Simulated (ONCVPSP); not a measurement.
## What one change does to a pseudopotential (tantalum, ONCV)

* Element: tantalum
* Generator: ONCVPSP 4.0.1
* Type: optimised norm-conserving Vanderbilt (ONCV)
* Functional: PBEsol
* Relativity: scalar-relativistic
* Frozen core: [Kr] 4d10 4f14
* Valence charge: 13
* Reference configuration: 5s2 5p6 5d3 6s1.75 6p0.25
* Partial waves: 5s+6s: rc 1.50 bohr, ncon 4, nbas 8, qcut 7.3 1/bohr, 2 projectors; 5p+6p: rc 2.05 bohr, ncon 4, nbas 9, qcut 8.4 1/bohr, 2 projectors; 5d: rc 2.90 bohr, ncon 4, nbas 9, qcut 6.6 1/bohr, 1 projector
* Local potential: polynomial inside 1.45 bohr (lpopt 3, dvloc0 4 Ha)
* Core correction: none

Change: s: qcut 4.8; p: qcut 5.5; d: qcut 4.3.

Cutoffs: the cutoffs (Ha) at which the residual kinetic energy of the hardest occupied pseudo-wave falls to 1 and 0.1 mHa per electron; they do not see the model core or the augmentation charge, which bear on the density cutoff. Errors are all-electron minus pseudo energies relative to the spin-unpolarised reference configuration.

Question: Predict the effect on cutoff, ghosts and configuration errors.

Answer: The potential gets harder (22 Ha and 26 Ha → 68 Ha and 83 Ha); of the 4 tests that both files solve, the error grows in 2 and shrinks in 1 by more than 15 % and 0.3 meV (median size 1.2 → 4.9 meV); the range in which the s phases agree narrows (upper end at the end of the scan → 2.9); neither file shows a bound ghost.

```tsv
quantity	base	changed
cutoff, loose	22 Ha	68 Ha
cutoff, tight	26 Ha	83 Ha
loose cutoff by channel	s 22 Ha, p 11 Ha, d 12 Ha	s 68 Ha, p 11 Ha, d 8.0 Ha
bound ghosts	none	none
GHOST(+) flags under 300 eV	none	none
error for 5s2 5p6 5d3 6s2 6p0, meV [ΔE -1.03 eV]	+0.3	+0.2
error for 5s2 5p6 5d3 6s1 6p0, meV [ΔE 7.47 eV]	-2.0	-1.4
error for 5s2 5p6 5d3 6s0 6p0, meV [ΔE 22.45 eV]	-0.8	-8.4
error for 5s2 5p6 5d4 6s0 6p0, meV [ΔE 8.89 eV]	+1.5	+43
s: phases at 1.52 bohr within 0.05 rad from the reference energy up to (Ha; the scan ends near 5)	to the end of the scan	2.9
p: phases at 2.08 bohr within 0.05 rad from the reference energy up to (Ha; the scan ends near 5)	to the end of the scan	to the end of the scan
d: phases at 2.94 bohr within 0.05 rad from the reference energy up to (Ha; the scan ends near 5)	0.8	0.5
```
